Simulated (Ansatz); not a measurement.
**Molecular dynamics of Cl₃FH₃O₂Ta**

Input file:

```yaml
crystal:
  periodic: [false, false, false]
  atoms:
    - { symbol: Ta, position_ang: [-0.155883, -0.005705, 0.003692] }
    - { symbol: O, position_ang: [1.593121, -1.128787, 0.339834] }
    - { symbol: H, position_ang: [2.414272, -0.895126, 0.816298] }
    - { symbol: Cl, position_ang: [0.781664, 1.259415, 1.680707] }
    - { symbol: O, position_ang: [0.390902, 0.513537, -1.67454] }
    - { symbol: H, position_ang: [0.698822, -0.330973, -2.208086] }
    - { symbol: F, position_ang: [-1.616433, 1.144379, 0.034298] }
    - { symbol: Cl, position_ang: [-1.462384, -1.805132, 0.536054] }
    - { symbol: Cl, position_ang: [0.923999, -2.186003, -2.045776] }
    - { symbol: H, position_ang: [1.66152, -1.744506, -0.563081] }
basis:
  gaussian: { orbitals: def2-SVP }
hamiltonian:
  xc: lda
md:
  timestep: 0.5
  n_steps: 200
  ensemble: nve
  temperature: 300.0
  initial_velocities: maxwell_boltzmann
  seed: 6336
```

Command:

```bash
$ ansatz run input.yaml --threads 4 --pin off --max-ram 5120MiB --backend cpu --events-out ev --progress --plain --runs-dir out
```

It starts at the highest image of a converged band. Of that band: The profile has 2 maxima (images 3, 5) with wells between them (image 4): this band takes more than one step, which may be the mechanism or a detour left from its start path. A vibrational analysis at the climbing image gives one clearly imaginary mode, 129i cm⁻¹: a first-order saddle point.

Output, in part (one step line in 4, the closing report, with atoms numbered from 0):

```
md step     0: t =     0.00 fs  T =   300.0 K  F+E_penalty+E_count = -45800.25714227 eV  E_kin = 0.310224 eV  conserved = -45799.94691827 eV  (32 SCF iters)
md step     4: t =     2.00 fs  T =   279.0 K  F+E_penalty+E_count = -45800.23522808 eV  E_kin = 0.288489 eV  conserved = -45799.94673945 eV  (31 SCF iters)
md step     8: t =     4.00 fs  T =   246.2 K  F+E_penalty+E_count = -45800.20126929 eV  E_kin = 0.254551 eV  conserved = -45799.94671804 eV  (34 SCF iters)
md step    12: t =     6.00 fs  T =   210.7 K  F+E_penalty+E_count = -45800.16457530 eV  E_kin = 0.217848 eV  conserved = -45799.94672748 eV  (33 SCF iters)
md step    16: t =     8.00 fs  T =   173.6 K  F+E_penalty+E_count = -45800.12618554 eV  E_kin = 0.179546 eV  conserved = -45799.94663966 eV  (33 SCF iters)
md step    20: t =    10.00 fs  T =   150.8 K  F+E_penalty+E_count = -45800.10267267 eV  E_kin = 0.155974 eV  conserved = -45799.94669865 eV  (33 SCF iters)
md step    24: t =    12.00 fs  T =   134.6 K  F+E_penalty+E_count = -45800.08584876 eV  E_kin = 0.139185 eV  conserved = -45799.94666402 eV  (33 SCF iters)
md step    28: t =    14.00 fs  T =   134.6 K  F+E_penalty+E_count = -45800.08581837 eV  E_kin = 0.139239 eV  conserved = -45799.94657958 eV  (33 SCF iters)
md step    32: t =    16.00 fs  T =   162.3 K  F+E_penalty+E_count = -45800.11462268 eV  E_kin = 0.167845 eV  conserved = -45799.94677727 eV  (34 SCF iters)
md step    36: t =    18.00 fs  T =   180.9 K  F+E_penalty+E_count = -45800.13383998 eV  E_kin = 0.187057 eV  conserved = -45799.94678324 eV  (32 SCF iters)
md step    40: t =    20.00 fs  T =   188.5 K  F+E_penalty+E_count = -45800.14151553 eV  E_kin = 0.194887 eV  conserved = -45799.94662830 eV  (33 SCF iters)
md step    44: t =    22.00 fs  T =   210.7 K  F+E_penalty+E_count = -45800.16469929 eV  E_kin = 0.217899 eV  conserved = -45799.94680053 eV  (32 SCF iters)
md step    48: t =    24.00 fs  T =   218.8 K  F+E_penalty+E_count = -45800.17306349 eV  E_kin = 0.226293 eV  conserved = -45799.94677022 eV  (33 SCF iters)
md step    52: t =    26.00 fs  T =   211.5 K  F+E_penalty+E_count = -45800.16550730 eV  E_kin = 0.218740 eV  conserved = -45799.94676723 eV  (33 SCF iters)
md step    56: t =    28.00 fs  T =   193.2 K  F+E_penalty+E_count = -45800.14652280 eV  E_kin = 0.199795 eV  conserved = -45799.94672778 eV  (32 SCF iters)
md step    60: t =    30.00 fs  T =   173.7 K  F+E_penalty+E_count = -45800.12632292 eV  E_kin = 0.179661 eV  conserved = -45799.94666174 eV  (33 SCF iters)
md step    64: t =    32.00 fs  T =   167.0 K  F+E_penalty+E_count = -45800.11938861 eV  E_kin = 0.172700 eV  conserved = -45799.94668894 eV  (32 SCF iters)
md step    68: t =    34.00 fs  T =   168.5 K  F+E_penalty+E_count = -45800.12093197 eV  E_kin = 0.174212 eV  conserved = -45799.94672022 eV  (32 SCF iters)
md step    72: t =    36.00 fs  T =   173.6 K  F+E_penalty+E_count = -45800.12618572 eV  E_kin = 0.179568 eV  conserved = -45799.94661781 eV  (31 SCF iters)
md step    76: t =    38.00 fs  T =   204.0 K  F+E_penalty+E_count = -45800.15759422 eV  E_kin = 0.210951 eV  conserved = -45799.94664300 eV  (33 SCF iters)
md step    80: t =    40.00 fs  T =   249.2 K  F+E_penalty+E_count = -45800.20458135 eV  E_kin = 0.257679 eV  conserved = -45799.94690269 eV  (33 SCF iters)
md step    84: t =    42.00 fs  T =   265.7 K  F+E_penalty+E_count = -45800.22143753 eV  E_kin = 0.274776 eV  conserved = -45799.94666193 eV  (31 SCF iters)
md step    88: t =    44.00 fs  T =   291.2 K  F+E_penalty+E_count = -45800.24789663 eV  E_kin = 0.301133 eV  conserved = -45799.94676326 eV  (32 SCF iters)
md step    92: t =    46.00 fs  T =   308.8 K  F+E_penalty+E_count = -45800.26620723 eV  E_kin = 0.319315 eV  conserved = -45799.94689195 eV  (32 SCF iters)
md step    96: t =    48.00 fs  T =   299.1 K  F+E_penalty+E_count = -45800.25599406 eV  E_kin = 0.309295 eV  conserved = -45799.94669936 eV  (32 SCF iters)
md step   100: t =    50.00 fs  T =   287.6 K  F+E_penalty+E_count = -45800.24421540 eV  E_kin = 0.297404 eV  conserved = -45799.94681121 eV  (33 SCF iters)
md step   104: t =    52.00 fs  T =   268.5 K  F+E_penalty+E_count = -45800.22424460 eV  E_kin = 0.277618 eV  conserved = -45799.94662679 eV  (32 SCF iters)
md step   108: t =    54.00 fs  T =   265.8 K  F+E_penalty+E_count = -45800.22174952 eV  E_kin = 0.274887 eV  conserved = -45799.94686223 eV  (33 SCF iters)
md step   112: t =    56.00 fs  T =   250.0 K  F+E_penalty+E_count = -45800.20513347 eV  E_kin = 0.258538 eV  conserved = -45799.94659546 eV  (33 SCF iters)
md step   116: t =    58.00 fs  T =   263.9 K  F+E_penalty+E_count = -45800.21961776 eV  E_kin = 0.272890 eV  conserved = -45799.94672811 eV  (33 SCF iters)
md step   120: t =    60.00 fs  T =   287.2 K  F+E_penalty+E_count = -45800.24375502 eV  E_kin = 0.296942 eV  conserved = -45799.94681275 eV  (33 SCF iters)
md step   124: t =    62.00 fs  T =   303.2 K  F+E_penalty+E_count = -45800.26004897 eV  E_kin = 0.313515 eV  conserved = -45799.94653406 eV  (33 SCF iters)
md step   128: t =    64.00 fs  T =   355.5 K  F+E_penalty+E_count = -45800.31445179 eV  E_kin = 0.367575 eV  conserved = -45799.94687648 eV  (33 SCF iters)
md step   132: t =    66.00 fs  T =   388.4 K  F+E_penalty+E_count = -45800.34840996 eV  E_kin = 0.401644 eV  conserved = -45799.94676618 eV  (33 SCF iters)
md step   136: t =    68.00 fs  T =   419.2 K  F+E_penalty+E_count = -45800.38016752 eV  E_kin = 0.433464 eV  conserved = -45799.94670381 eV  (33 SCF iters)
md step   140: t =    70.00 fs  T =   457.0 K  F+E_penalty+E_count = -45800.41955804 eV  E_kin = 0.472605 eV  conserved = -45799.94695347 eV  (33 SCF iters)
md step   144: t =    72.00 fs  T =   462.4 K  F+E_penalty+E_count = -45800.42477713 eV  E_kin = 0.478130 eV  conserved = -45799.94664725 eV  (32 SCF iters)
md step   148: t =    74.00 fs  T =   482.9 K  F+E_penalty+E_count = -45800.44611436 eV  E_kin = 0.499318 eV  conserved = -45799.94679633 eV  (33 SCF iters)
md step   152: t =    76.00 fs  T =   497.0 K  F+E_penalty+E_count = -45800.46072241 eV  E_kin = 0.513892 eV  conserved = -45799.94683072 eV  (32 SCF iters)
md step   156: t =    78.00 fs  T =   500.3 K  F+E_penalty+E_count = -45800.46396573 eV  E_kin = 0.517329 eV  conserved = -45799.94663668 eV  (32 SCF iters)
md step   160: t =    80.00 fs  T =   523.4 K  F+E_penalty+E_count = -45800.48810663 eV  E_kin = 0.541230 eV  conserved = -45799.94687691 eV  (32 SCF iters)
md step   164: t =    82.00 fs  T =   536.0 K  F+E_penalty+E_count = -45800.50095602 eV  E_kin = 0.554315 eV  conserved = -45799.94664092 eV  (32 SCF iters)
md step   168: t =    84.00 fs  T =   568.9 K  F+E_penalty+E_count = -45800.53510133 eV  E_kin = 0.588290 eV  conserved = -45799.94681087 eV  (32 SCF iters)
md step   172: t =    86.00 fs  T =   600.1 K  F+E_penalty+E_count = -45800.56733977 eV  E_kin = 0.620556 eV  conserved = -45799.94678427 eV  (32 SCF iters)
md step   176: t =    88.00 fs  T =   623.0 K  F+E_penalty+E_count = -45800.59105647 eV  E_kin = 0.644221 eV  conserved = -45799.94683562 eV  (32 SCF iters)
md step   180: t =    90.00 fs  T =   634.7 K  F+E_penalty+E_count = -45800.60318344 eV  E_kin = 0.656286 eV  conserved = -45799.94689724 eV  (32 SCF iters)
md step   184: t =    92.00 fs  T =   627.8 K  F+E_penalty+E_count = -45800.59602863 eV  E_kin = 0.649210 eV  conserved = -45799.94681868 eV  (32 SCF iters)
md step   188: t =    94.00 fs  T =   611.5 K  F+E_penalty+E_count = -45800.57921259 eV  E_kin = 0.632353 eV  conserved = -45799.94686007 eV  (32 SCF iters)
md step   192: t =    96.00 fs  T =   582.7 K  F+E_penalty+E_count = -45800.54945023 eV  E_kin = 0.602541 eV  conserved = -45799.94690887 eV  (32 SCF iters)
md step   196: t =    98.00 fs  T =   532.2 K  F+E_penalty+E_count = -45800.49703263 eV  E_kin = 0.550286 eV  conserved = -45799.94674634 eV  (32 SCF iters)
md step   200: t =   100.00 fs  T =   484.0 K  F+E_penalty+E_count = -45800.44733065 eV  E_kin = 0.500502 eV  conserved = -45799.94682838 eV  (33 SCF iters)
Total energy: -45800.44739314 eV, -1683.1353970395 hartree
Atom 0 at    -0.084716    -0.085373    -0.117154 Å, force     0.021385     0.484351    -1.427974 eV/Å
Atom 1 at     1.748458    -1.117720     0.630378 Å, force    -0.018680     0.199401     0.525734 eV/Å
Atom 2 at     1.925188    -0.993201     1.594392 Å, force     0.069811     0.014645    -0.243305 eV/Å
Atom 3 at     0.665692     1.173748     1.614298 Å, force     0.474469     0.432674     1.001229 eV/Å
Atom 4 at     0.631824     0.963290    -1.571207 Å, force    -0.400731    -0.258590     0.196123 eV/Å
Atom 5 at     0.772084     0.816436    -2.550990 Å, force    -0.156149    -0.004594     1.192934 eV/Å
Atom 6 at    -1.646559     0.923643    -0.093930 Å, force    -0.193914    -0.124084    -0.350820 eV/Å
Atom 7 at    -1.404686    -1.870374     0.674863 Å, force     0.070894     0.411716     0.436448 eV/Å
Atom 8 at     0.459066    -1.740074    -1.648044 Å, force     0.284357    -1.116330    -1.200151 eV/Å
Atom 9 at     1.980930    -2.021700     0.326307 Å, force    -0.151442    -0.039189    -0.130218 eV/Å
Dipole moment:     0.911164    -0.310735     0.100917 e Å
```

All steps were run. The conserved energy stayed within 0.041 meV per atom of its start (net change 0.009 meV per atom), so the integration is sound. The kinetic energy rose, since the run started high on the potential surface and went downhill. A run of 0.1 ps of so small a system gives no equilibrium averages. The orbitals stay closed-shell, which can raise the energy where a bond breaks towards radicals; this wasn't checked here.

Between its relaxed ends the band would form Ta1–Cl9 and break H6–Cl9. These pairs go: Ta1–Cl9 3.18 → 2.32 Å, H6–Cl9 1.88 → 2.73 Å. In the last frame they stand as after the step (other bonds may differ from the relaxed reactants and products). Also parted: Ta1–H6 2.39 → 2.73 Å. It ends as one piece, Cl3FH3O2Ta. Pairs count as bonded within 1.25 times the sum of covalent radii (0.12 Å more for H–H).

Last frame:

```xyz
10
Properties=species:S:1:pos:R:3
Ta -0.085 -0.085 -0.117
O 1.748 -1.118 0.630
H 1.925 -0.993 1.594
Cl 0.666 1.174 1.614
O 0.632 0.963 -1.571
H 0.772 0.816 -2.551
F -1.647 0.924 -0.094
Cl -1.405 -1.870 0.675
Cl 0.459 -1.740 -1.648
H 1.981 -2.022 0.326
```

Time of the run: 5 min on 4 threads of Arm Neoverse V1 (shared host), peak memory 0.21 GiB.
